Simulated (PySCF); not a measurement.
```xyz
4
charge 0 multiplicity 1, angstrom
Te    0.0000   -0.2922   -0.1925
S     0.0000    0.2205    1.9126
F     1.3391    0.8161   -0.9468
F    -1.3391    0.8161   -0.9468
```

These are results of PBE0 in PySCF with Te def2-TZVP with ECP28, S def2-TZVP, F def2-TZVP; scalar-relativistic core potentials, no spin–orbit coupling; density-fitted integrals, not measurements.

This geometry of TeSF₂ is a stationary point at this level.

Problem. What is the point group?

Solution. Cs.

Problem. Is it a minimum?

Solution. Yes: all harmonic wavenumbers are real.

Problem. Give the atomic charges and bond orders.

Solution. 
```tsv
atom	Mulliken	Löwdin	polar tensor	Mayer order to Te1
Te1	1.12	0.73	1.70	–
S2	-0.36	-0.14	-0.45	2.07
F3,4	-0.38	-0.29	-0.63	0.87
```

Problem. Give the ideal-gas entropy at 298.15 K and 1 bar by parts.

Solution. translation 174.9, rotation 112.3, vibration 32.8, spin 0.0; total 320.1 J/(mol K).

Problem. What is the atomisation energy, with and without zero-point energy?

Solution. 1042 kJ/mol without, 1027 kJ/mol with.

Other isomers or separated fragments may lie lower.
